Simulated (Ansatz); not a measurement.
Species: GeF, charge 1, singlet. GeF+ (parent SMILES [F][Ge], singlet).
B3LYP-D3(BJ)/def2-TZVP minimum from Ansatz (an electronic-structure program):
```
F
Ge 1 1.6872
```
Charge +1, spin multiplicity 1.

Total energies in cc-pVQZ, 10 correlated electrons, 15 frozen orbitals. Open shells are spin-unrestricted; no spin-orbit coupling. Cores are frozen in correlated methods (noble-gas shells, and filled d and f shells in the p block). No relativity. The spin of FGe+ (parent SMILES [F][Ge], singlet) was assumed, and the state is the lowest solution found for it.

```csv
method,program,energy (Eh),minus CCSDT(Q) (mEh)
HF,Ansatz,-2174.64161,365.90
MP2,Ansatz,-2174.99060,16.91
CCSD,Ansatz,-2174.99386,13.65
CCSD(T),Ansatz,-2175.00674,0.77
CCSDT(Q),Ansatz,-2175.00751,0.00
```

Rough core times of Ansatz's runs on a shared machine: CCSD(T) under 20 s, CCSDT(Q) 7 min.
